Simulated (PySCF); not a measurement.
## F⁺ (fluorine, charge +1) across methods

[He] 2s1 2p4 3s1, high-spin 5P determinant (an excited configuration). Calculation: PySCF 2.14, in aug-cc-pCVTZ-DK with one added diffuse shell each of s, p, d, f type (8s7p5d3f, 75 functions); the spin-free X2C one-electron Hamiltonian (Gaussian nucleus).

```tsv
method	E (hartree)	mean ε 2p α (eV)	mean ε 2p β (eV)	mean ε 3s α (eV)	Σ⟨r²⟩ (bohr²)	⟨S²⟩
UHF	-97.46434	-54.218	-42.800	-12.780	17.40	6.003
LDA	-97.0584	-41.892	-35.219	-10.414	16.85	6.001
PBE	-97.6382	-41.877	-35.574	-10.348	16.98	6.001
r2SCAN	-97.6994	-43.166	-36.144	-10.426	17.04	6.002
B3LYP	-97.7163	-44.393	-37.753	-10.871	16.94	6.002
TPSSh	-97.7230	-43.462	-36.850	-10.572	17.07	6.001
PBE0	-97.6410	-45.118	-37.767	-11.047	17.03	6.001
HSE06	-97.6508	-44.666	-37.387	-10.676	16.99	6.001
```

Estimate the same row for wB97X-V.

E (hartree) = -97.6738; mean ε 2p α (eV) = -47.321; mean ε 2p β (eV) = -40.595; mean ε 3s α (eV) = -12.754; Σ⟨r²⟩ (bohr²) = 17.19; ⟨S²⟩ = 6.001.

The outer electron is Rydberg-like, and this basis confines it to a smaller radius and binds it less than a complete one would.
